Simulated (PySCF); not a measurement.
Al(Me)2 (C₂H₆Al), SMILES [CH3][Al][CH3], multiplicity 2. Atoms are numbered in the order given.

```xyz
9

Al     0.0000     0.0000     0.6456
C      1.6862     0.0000    -0.3895
H      1.7135    -0.8813    -1.0401
H      2.5895     0.0000     0.2208
H      1.7135     0.8813    -1.0401
C     -1.6862     0.0000    -0.3895
H     -1.7135    -0.8813    -1.0401
H     -1.7135     0.8813    -1.0401
H     -2.5895     0.0000     0.2208
```
Charge 0, spin multiplicity 2.

The structure is a stationary point at B3LYP-D3(BJ)/def2-TZVP. The spin state was assumed, not searched. The isomer is the one that the SMILES or the coordinates give; other isomers of the formula were not compared.

Calculation: ωB97X/def2-TZVPD in PySCF.

Gas-phase values at a fixed geometry.

```
Property                                                                                                        Result
---------------------------------------------------------------------------------------------  -----------------------
total energy                                                                                        -322.22080 hartree
point group                                                                                                        C2v
α spin, highest occupied and lowest empty level                                                      -7.04 and 0.74 eV
β spin, highest occupied and lowest empty level                                                     -9.88 and -0.59 eV
dipole moment                                                                                                   0.41 D
quadrupole, principal values (traceless, Buckingham form, about the centre of nuclear charge)   -2.79, -2.21, 5.01 D·Å
mean static polarisability                                                                       67.5 bohr³ (10.00 Å³)
polarisability, principal values                                                                63.2, 64.1, 75.2 bohr³
⟨S²⟩                                                                                           0.752 (pure state 0.75)
```
